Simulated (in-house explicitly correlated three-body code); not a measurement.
Computed with an exponentially correlated three-body code. Model: two electrons around a point charge, non-relativistic, variational in 260 exponentially correlated functions (energies converged to about 1e-7 hartree, or 1e-8 relative for large Z).

Command:
```bash
python run_hyl.py task.json out
```
Settings (lengths in bohr, energies in hartree):
```
Z                      1.5
screening              0.0525
interaction_strength   1
functions              260
states_tried           13
```

Run time, properties included: 29 s on 1 thread of AMD EPYC 9R45 96-Core Processor (Zen 5), on a shared host.

**Those bound S and P states to n = 4 that converged, binding against the one-electron ion.**

Given: nuclear charge 1.5; Yukawa screening of all interactions 0.0525 1/bohr.

Computed: one-electron threshold -1.04827113 hartree.

```csv
term,energy (hartree),binding (eV)
1 1S,-1.36292692,8.5622
2 3S,-1.07893804,0.83449
2 1S,-1.06879371,0.55845
2 3P,?,?
2 1P,-1.05911046,0.29495
3 3S,-1.05138816,0.084819
3 1S,-1.04997335,0.04632
```

(1) What belongs in the row 2 3P?

**Converged states only, values per electron or pair (inverse distances are <exp(-kr)/r>).**

```tsv
term	mean r (bohr)	mean r squared (bohr²)	mean inverse r (1/bohr)	mean r12 (bohr)	mean inverse r12 (1/bohr)	mean cosine	mean p1 dot p2 (bohr⁻²)	delta r1 (bohr⁻³)	delta r12 (bohr⁻³)
1 1S	1.3587	2.6113	1.1367	2.1139	0.58449	-0.082673	0.094964	0.68101	0.02879
2 3S	4.2599	34.447	0.78916	7.6189	0.11672	-0.014633	0.0025043	0.54483	-
2 1S	5.3573	56.265	0.77297	9.7857	0.090336	-0.010332	0.0032684	0.54223	0.0011787
2 3P	?	?	?	?	?	?	?	?	-
2 1P	6.1054	77.299	0.76033	11.27	0.072849	-0.0065536	0.0048058	0.53622	3.472e-05
3 3S	12.793	351.74	0.73622	24.614	0.022922	-0.0021581	0.00035324	0.53749	-
3 1S	15.99	559.1	0.73235	31.001	0.016071	-0.0014842	0.00044697	0.53703	0.00016365
```

(2) What belongs in the row 2 3P?

**Electric-dipole lines between converged S and P states, rate of the upper state's decay.**

```tsv
s state	p state	p minus s (eV)	oscillator strength from s	rate (1/s)
1 1S	2 1P	8.2673	0.09673	9.5626e+07
2 1S	2 1P	?	?	?
3 1S	2 1P	-0.24863	-0.20569	551740
2 3S	2 3P	0.50553	0.80729	2.9841e+06
3 3S	2 3P	-0.24414	-0.32809	848540
```

(3) What belongs in the row 2 1S 2 1P?

**Static dipole response.**

```tsv
state	polarisability (bohr³)
1 1S	6.8726
```

Answers

(1) energy (hartree): -1.06036014; binding (eV): 0.32896.

(2) mean r (bohr): 5.6892; mean r squared (bohr²): 67.134; mean inverse r (1/bohr): 0.76464; mean r12 (bohr): 10.452; mean inverse r12 (1/bohr): 0.082611; mean cosine: -0.014425; mean p1 dot p2 (bohr⁻²): -0.0077491; delta r1 (bohr⁻³): 0.53432.

(3) p minus s (eV): 0.26349; oscillator strength from s: 0.66242; rate (1/s): 665220.
